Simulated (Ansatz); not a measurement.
System: ScCl₂ (charge +1, singlet). The spin state was set by rule; other spins were not relaxed. 
Coordinates optimised at B3LYP-D3(BJ)/def2-TZVP (Ansatz, a quantum-chemistry and plane-wave program):
```
Sc
Cl 1 2.1959
Cl 1 2.1959 2 114.64
```
Charge +1, spin multiplicity 1.

Give the harmonic wavenumbers at B3LYP-D3(BJ)/def2-TZVP (Ansatz, finite differences of forces, unscaled).

107, 476, 529 cm⁻¹. Zero-point energy 1.6 kcal/mol.

From these and the geometry, give the ideal-gas thermochemistry at 298.15 K and 1 atm (rigid rotor, harmonic oscillator).

Point group C2v, rotational symmetry number 2. Rotational constants 13.07, 2.087, 1.799 GHz. S(trans) 40.16, S(rot) 24.91, S(vib) 4.63, S(elec, spin only) 0.00, S 69.7 cal/(mol K). H(298) - H(0) 3.10 kcal/mol; G - E(el) -16.1 kcal/mol.
